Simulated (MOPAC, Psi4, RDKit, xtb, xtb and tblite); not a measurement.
Two geometries of SMILES C#C[SiH2]CC=C (C5H8Si), relaxed at GFN2-xTB with one dihedral held; other torsions can differ between them too.

Structure A

```
14

C     -2.8994     0.8369    -1.1178
C     -2.1566     0.4543    -0.2532
Si    -1.0032    -0.1354     1.0695
C      0.4730    -0.9848     0.1920
C      1.6550    -1.0638     1.0890
C      2.0806    -2.1658     1.6807
H     -3.5500     1.1737    -1.8736
H     -1.6954    -1.0898     1.9420
H     -0.5454     1.0379     1.8240
H      0.1815    -1.9835    -0.1350
H      0.7306    -0.4083    -0.6988
H      2.1636    -0.1245     1.2679
H      1.5936    -3.1151     1.5242
H      2.9331    -2.1713     2.3384
```

Structure B

```
14

C     -2.8590     0.8687    -1.1272
C     -2.1324     0.4802    -0.2512
Si    -0.9937    -0.1258     1.0772
C      0.4854    -1.0027     0.2223
C      1.6796    -0.1199     0.1520
C      2.7579    -0.2521     0.9035
H     -3.4993     1.2073    -1.8909
H     -1.7346    -1.0922     1.8985
H     -0.5377     1.0149     1.8777
H      0.7349    -1.9100     0.7744
H      0.1888    -1.3000    -0.7848
H      1.6123     0.6941    -0.5593
H      2.8519    -1.0511     1.6217
H      3.5930     0.4239     0.8321
```

### Question
Which is lower in energy at the level B3LYP-D3(BJ)/def2-TZVP // GFN2-xTB in Psi4 1.11, and by how much?

### Answer
A is lower, by 1.24 kcal/mol (dihedral C2–Si3–C4–C5: 160° in A, 100° in B).

E(B) − E(A) in kcal/mol at the other levels, on the same two geometries: GFN2-xTB (xtb and tblite) 0.56; MMFF94 // GFN2-xTB (RDKit) 0.88; B3LYP/def2-TZVP // GFN2-xTB (Psi4) 1.31; PBE/def2-TZVP // GFN2-xTB (Psi4) 1.24; PBE-D3(BJ)/def2-TZVP // GFN2-xTB (Psi4) 1.19; UFF // GFN2-xTB (RDKit) 0.97; PM6, restricted, heats of formation // GFN2-xTB (MOPAC) 0.40; AM1, restricted, heats of formation // GFN2-xTB (MOPAC) 0.52; GFN1-xTB // GFN2-xTB (xtb) 0.80.
